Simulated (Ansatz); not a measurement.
Breaking the Be1–O2 bond in BeO (multiplicity 1 held). Energies count from the point at 1.327 Å.


Signs of static correlation in 6-31G, from Ansatz (a quantum-chemistry and plane-wave program) runs.

| R (Å) | T1 of restricted CCSD | ⟨S²⟩ of UHF | largest double amplitude of restricted CCSD |
|---|---|---|---|
| 1.061 | 0.026 | 0.000 | 0.050 |
| 1.194 | 0.041 | 0.000 | 0.064 |
| 1.327 | 0.056 | 1.010 | 0.075 |
| 1.459 | 0.066 | 1.011 | 0.082 |
| 1.592 | 0.069 | 1.010 | ? |
| 1.791 | 0.091 | 1.009 | ? |
| 1.990 | 0.124 | 1.008 | 0.308 |
| 2.322 | 0.126 | 1.186 | 0.295 |
| 2.653 | 0.080 | 1.287 | 0.212 |
| 3.051 | 0.028 | 1.244 | 0.205 |
| 3.582 | 0.008 | 1.193 | 0.268 |
| 4.245 | 0.006 | 1.166 | 0.304 |
| 5.307 | 0.006 | 1.163 | 0.318 |

Problem. Some entries are withheld; supply them.

Solution. 
- 1.592, largest double amplitude of restricted CCSD: 0.121
- 1.791, largest double amplitude of restricted CCSD: 0.250

Doubts at one or more of the structures used: T1 above 0.05 (R-CCSD(T)/6-31G, U-CCSD(T)/6-31G); a restricted determinant that unrestricted orbitals would lower (R-CCSD(T)/6-31G); other coupled-cluster roots lie near (R-CCSD(T)/6-31G); a spin-contaminated determinant (U-CCSD(T)/6-31G); the program's own flag: large difference (U-CCSD(T)/6-31G).
